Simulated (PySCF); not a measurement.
Sn(H)(F)2(Et) (C2H6F2Sn), SMILES [F][SnH]([F])[CH2]C.

Coordinates come from a PBE0-D3(BJ)/def2-SVP optimisation. The structure was generated by enumeration; whether it is a known compound was not checked. The def2 effective core potentials stand for the cores of Sn; spin–orbit coupling is left out. Other conformers were not sampled.

Vertical ionisation energy (IE) and electron affinity (EA) in eV. Rows of orbital energies are one-electron estimates. Where ΔSCF, EOM or ADC give a negative EA the extra electron is unbound and the value depends on the basis.

| level | IE | EA |
|---|---|---|
| −ε(HOMO), −ε(LUMO), PBE0/def2-TZVP (PySCF) | ? | ? |
| −ε(HOMO), −ε(LUMO), PBE/def2-TZVP (PySCF) | 7.36 | 1.74 |

Fill in the missing entries. (An estimate is asked for; the answer gives what the named calculation found.)


- −ε(HOMO), −ε(LUMO), PBE0/def2-TZVP (PySCF), IE: 8.66
- −ε(HOMO), −ε(LUMO), PBE0/def2-TZVP (PySCF), EA: 0.76
